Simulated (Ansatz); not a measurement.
Consider the redistribution: `[CH3][SbH2]` + `[CH3][Al]([SiH3])[CH2]O` → `[CH3][SbH][CH2]O` + `[CH3][AlH][SiH3]`.

Isolated molecules relaxed with PBE0-D4/def2-TZVP in Ansatz; ΔE leaves out vibrations. CCSD(T)/CBS adds triple-zeta CCSD(T) − MP2 to the extrapolated MP2 energy (def2 sets, frozen cores). Functionals use def2-TZVPP. B3LYP here is the variant with VWN-RPA as its local correlation; programs differ in this. def2 core potentials past Kr. For Sb outer-core shells are correlated without core-valence functions, which leaves a few kJ/mol of doubt a bond. One conformer a species, not always the lowest.

```json
{"level": "r2SCAN-D4", "ΔE (eV)": "0.17"}
{"level": "PBE0-D4", "ΔE (eV)": "0.19"}
{"level": "B3LYP", "ΔE (eV)": "0.21"}
{"level": "MP2/def2-TZVPP", "ΔE (eV)": "0.12"}
{"level": "CCSD/def2-TZVPP", "ΔE (eV)": "0.18"}
{"level": "MP2/def2-QZVPP", "ΔE (eV)": "0.10"}
{"level": "SCS-MP2/def2-QZVPP", "ΔE (eV)": "0.11"}
{"level": "HF/CBS(def2)", "ΔE (eV)": "0.23"}
```

Q: What does CCSD(T)/CBS give? (Best estimate.)

A: The calculation gave: +0.13 eV. The listed levels differ from it by 0.04, 0.06, 0.08, -0.01, 0.05, -0.03, -0.02, 0.10 eV.

Largest T1 diagnostic among the species: 0.013.

In def2-TZVPP, CCSD(T) changes the Hartree–Fock value by −0.07 eV (the triples alone add −0.02 eV) and MP2 by −0.11 eV. The D4 term adds −0.04 eV with B3LYP and −0.02 eV with PBE0; it sums over pairs of atoms, weighted by their polarisabilities, and B3LYP, whose exchange is more repulsive, gets the larger term.
